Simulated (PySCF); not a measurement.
C5H11PSi.
Cartesian coordinates in Å at the GFN2-xTB level; atoms count from 1:
```xyz
18
C5H11PSi angstrom
C     -1.6260    2.5290    1.9049
C     -0.6119    2.0284    1.5113
C      0.5824    1.3888    1.0159
P      0.2951   -0.4553    0.8012
Si     2.1864   -0.9207   -0.3085
C     -0.9101   -0.3429   -0.6179
C     -1.2410   -1.7156   -1.1849
H     -2.5003    2.9857    2.2612
H      0.8776    1.8399    0.0626
H      1.3947    1.5131    1.7384
H      2.2052   -2.3530   -0.5971
H      2.3311   -0.1780   -1.5680
H      3.3082   -0.5716    0.5633
H     -1.8152    0.1268   -0.2193
H     -0.5101    0.3131   -1.3978
H     -1.6077   -2.3716   -0.3975
H     -2.0093   -1.6355   -1.9523
H     -0.3579   -2.1740   -1.6270
```

The closed-shell SCF was solved with PySCF and density fitting under several settings on one GFN2-xTB geometry (grid level 2 and gas phase unless stated).

| settings | basis functions | SCF cycles | E (Eh) | HOMO (eV) | LUMO (eV) | dipole (D) |
| --- | --- | --- | --- | --- | --- | --- |
| PBE0/pcSseg-1 | 188 | 14 | -827.3747 | -6.82 | 0.11 | 1.24 |
| CAM-B3LYP/def2-SVPD | 236 | 13 | -827.4790 | -8.03 | 1.02 | 1.16 |

Q: Estimate the row for these settings: BHandHLYP/def2-SVP, fitting basis def2-qzvpp-jkfit, energy threshold 1e-08 Eh.

A: 
```
                                                                     settings  basis functions  SCF cycles     E (Eh)  HOMO (eV)  LUMO (eV)  dipole (D)
BHandHLYP/def2-SVP, fitting basis def2-qzvpp-jkfit, energy threshold 1e-08 Eh              161           9  -827.4460      -7.69       1.35        1.10
```

Q: Over all rows, what range does the HOMO–LUMO gap span?

A: From 6.93 eV (PBE0/pcSseg-1) to 9.05 eV (CAM-B3LYP/def2-SVPD). The functional of the narrowest has 25 % exact exchange, that of the widest range-separated exact exchange.

Q: And the dipole moment?

A: From 1.10 D (BHandHLYP/def2-SVP, fitting basis def2-qzvpp-jkfit, energy threshold 1e-08 Eh) to 1.24 D (PBE0/pcSseg-1); the largest is 1.13 times the smallest, and the median is 1.16 D.

Cycle counts include a coarse-grid stage where the run had one.

One conformer stands for the species.
